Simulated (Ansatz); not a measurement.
Correlation energies of C2H6BF3S, SMILES `C[S+](C)[B-](F)(F)F` by basis set

```
atom    x (Å)    y (Å)    z (Å)
  C1  -1.3648  -0.7015   0.5854
  S2  -0.3873  -0.1797  -0.8218
  C3   1.1485  -1.0515  -0.5235
  B4   0.1766   1.7890  -0.1633
  F5   1.0787   2.1536  -1.1034
  F6  -1.0085   2.4416  -0.1781
  F7   0.6933   1.5594   1.0735
  H8  -2.2921  -0.1302   0.5522
  H9  -0.8316  -0.4772   1.5087
 H10  -1.5874  -1.7653   0.5089
 H11   1.8557  -0.7083  -1.2780
 H12   1.5260  -0.8052   0.4685
 H13   0.9928  -2.1246  -0.6291
```

Charge 0, multiplicity 1. The structure was optimised at the PBE0-D4/def2-TZVP level. It is one conformer, not always the lowest. Frozen core, restricted reference, Ansatz.

```json
{"basis": "def2-SVP", "HF (Eh)": "-799.50925", "MP2 corr.": "-1.06727"}
{"basis": "def2-TZVPP", "HF (Eh)": "-800.14256", "MP2 corr.": "-1.38757"}
{"basis": "def2-QZVPP", "HF (Eh)": "-800.17174", "MP2 corr.": "-1.50651"}
```

(1) Estimate the CCSD correlation energy and the (T) correction in each basis where they were run (hartree).

Results:

(1) 
| basis | CCSD corr. | (T) |
| --- | --- | --- |
| def2-SVP | -1.11885 | -0.02497 |
